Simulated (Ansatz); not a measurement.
Reaction (formal exchange of groups at a B–Se bond): `C=CB[SeH]` + `C[SiH3]` → `C=CBC[SiH3]` + H₂Se

Calculated with Ansatz (gas phase, PBE0-D4/def2-TZVP geometries, no zero-point term in ΔE). CBS: MP2 limit from def2 TZ/QZ plus the TZ coupled-cluster correction, frozen cores. This one scheme is used for every species. Functionals use def2-TZVPP. B3LYP here is the variant with VWN-RPA as its local correlation; programs differ in this. For Se outer-core shells are correlated without core-valence functions, which leaves a few kJ/mol of doubt a bond. Scalar relativity is left out up to krypton. Each species was taken in one conformer, which may not be the lowest.

`C=CB[SeH]`:

Cartesian coordinates in Å:
```
C 0.778 -0.715 -1.243
C 0.316 -0.404 -0.027
B -0.632 0.784 0.176
Se -1.352 1.309 1.873
H 0.493 -0.133 -2.114
H 1.450 -1.551 -1.417
H 0.633 -1.021 0.812
H -0.983 1.467 -0.740
H -0.703 0.264 2.680
```

`C[SiH3]`:

```xyz
8

C    -0.027   -0.158    0.974
Si    0.024    0.141   -0.872
H    -1.051   -0.098    1.349
H     0.572    0.586    1.504
H     0.367   -1.147    1.218
H    -0.795   -0.872   -1.591
H     1.420    0.057   -1.380
H    -0.511    1.490   -1.201
```

`C=CBC[SiH3]`:

Cartesian coordinates in Å:
```
C 0.383 0.223 2.160
C -0.460 0.985 1.459
B -0.441 1.085 -0.089
C 0.573 0.337 -0.987
Si -0.181 -1.316 -1.497
H 1.157 -0.365 1.675
H 0.339 0.144 3.243
H -1.210 1.540 2.020
H -1.300 1.729 -0.628
H 1.531 0.096 -0.515
H 0.759 0.863 -1.928
H -1.545 -1.132 -2.060
H -0.274 -2.223 -0.323
H 0.670 -1.965 -2.531
```

H₂Se:

```xyz
3

Se   -0.155    0.642   -0.178
H     1.032   -0.207   -0.328
H    -0.877   -0.435    0.507
```

| level | ΔE (kJ/mol) | difference from CCSD(T)/CBS |
| --- | --- | --- |
| PBE-D4 | 79.6 | 3.4 |
| PBE0-D4 | 76.5 | 0.3 |
| ωB97X-V | 72.0 | -4.2 |
| ωB97M-V | 70.6 | -5.6 |
| B2PLYP | 80.1 | 3.9 |
| PBE | 83.3 | 7.1 |
| B3LYP | 80.4 | 4.2 |
| HF/def2-TZVPP | 75.2 | -1.0 |
| MP2/def2-TZVPP | 79.9 | 3.7 |
| SCS-MP2/def2-TZVPP | 78.1 | 1.9 |
| CCSD(T)/def2-TZVPP | 76.4 | 0.2 |
| HF/def2-QZVPP | 74.1 | -2.1 |
| MP2/def2-QZVPP | 79.4 | 3.2 |
| SCS-MP2/def2-QZVPP | 77.6 | 1.4 |
| HF/CBS(def2) | 73.9 | -2.3 |
| CCSD/CBS(def2) | 74.8 | -1.4 |
| CCSD(T)/CBS | 76.2 | 0 |

Largest T1 diagnostic among the species: 0.013.

The D4 term adds −5.5 kJ/mol with B3LYP and −3.4 kJ/mol with PBE0; it sums over pairs of atoms, weighted by their polarisabilities, and B3LYP, whose exchange is more repulsive, gets the larger term. From PBE to PBE0 (25 % exact exchange), in def2-TZVPP and without D4, ΔE moves by −3.4 kJ/mol.
